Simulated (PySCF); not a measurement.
# What a mistake does to a calculation on AlB2H5O

Calculated results; nothing here was measured. The program is PySCF 2.14.0, an open-source quantum chemistry code, run on an isolated molecule that a program drew, which may never have been made. The molecule is AlB2H5O (charge 0, singlet), drawn as the SMILES string `BB[O][AlH2]`.

Each row is a Hartree-Fock (HF) and frozen-core CCSD(T) single point in the cc-pV(D+d)Z basis, meant for a local HF minimum. Run 1 is clean. Each other run has one planted mistake out of seven kinds, and not every kind appears here: one electron removed, one electron added, multiplicity raised by two, geometry at a saddle point, minimal basis STO-3G, one bond length entered in bohr, all coordinates scaled. The reference is restricted for singlets and unrestricted otherwise, and also for a bond in bohr. Adding or removing an electron swaps singlet and doublet. Electrons count all cores. HOMO and LUMO are orbital energies over both spins, the gradient is its largest component, and the lowest frequency (negative if imaginary) is given only where the gradient is small. Bond lengths are over the 8 bonds as drawn. T1 is the CCSD diagnostic: over 0.02 (restricted) or 0.045 (unrestricted) a single reference is doubtful.

Geometry of the clean run:
```xyz
9
AlB2H5O, angstrom
B     0.5883   -1.8084    0.5029
B     0.4170   -0.1146    0.6646
O     0.0467    0.6776   -0.3634
Al   -0.4016    1.8202   -1.5195
H    -0.3254   -2.5647    0.7144
H     1.6373   -2.3169    0.1984
H     0.6332    0.4123    1.7394
H     0.7328    2.4781   -2.3842
H    -1.9305    2.1412   -1.6841
```

```
run,electrons,basis functions,<S^2>,HOMO (eV),LUMO (eV),gradient (hartree/bohr),lowest frequency (cm^-1),mean bond (Å),longest bond (Å),T1,HF (hartree),CCSD(T) (hartree),mistake
1,36,90,0.000,-10.44,1.46,7.9e-06,75,1.4392,1.710,0.0156,-369.11548,-369.58180,no fault
2,36,90,2.016,-6.94,-0.67,8.3e-02,-,1.4392,1.710,0.0232,-368.98571,-369.45114,multiplicity raised by two
3,35,90,0.776,-15.80,-7.92,1.1e-01,-,1.4392,1.710,0.0209,-368.77932,-369.23243,one electron removed
4,36,90,0.000,-10.33,1.23,3.6e-02,-,1.5587,1.852,0.0184,-369.07057,-369.54798,?
```

**Which mistake was planted in run 4, and what did it cost?**

The mean and the longest bond both change by the same factor, 1.083, and the gradient is no longer small. So the mistake is: all coordinates scaled. Subtracting run 1 and multiplying by 627.51 kcal/mol a hartree, the energy moved by 28.2 kcal/mol in HF and 21.2 kcal/mol in CCSD(T).

